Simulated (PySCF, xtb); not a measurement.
Sn(F)2(Cl)(OMe) (CH3ClF2OSn), SMILES [O](C)[Sn]([Cl])([F])[F]. The values are those of a single conformer.

Harmonic wavenumbers (cm⁻¹) from GFN2-xTB (xtb) at its own minimum, in rising order: 34, 53, 80, 94, 97, 104, 177, 203, 283, 366, 397, 405, 1000, 1110, 1131, 1383, 1422, 1455, 2936, 2944, 2945.

Question: What does PBE-D3(BJ)/def2-SVP (PySCF 2.14.0) give at its own minimum? (Estimate from the structure and the level; the computed values follow.)

Answer: 13, 77, 109, 124, 140, 164, 179, 253, 383, 548, 616, 628, 1033, 1123, 1134, 1405, 1405, 1429, 2928, 3010, 3042. Paired by order, the mean absolute difference is 60 cm⁻¹ and the zero-point energies are 26.6 and 28.2 kcal/mol.
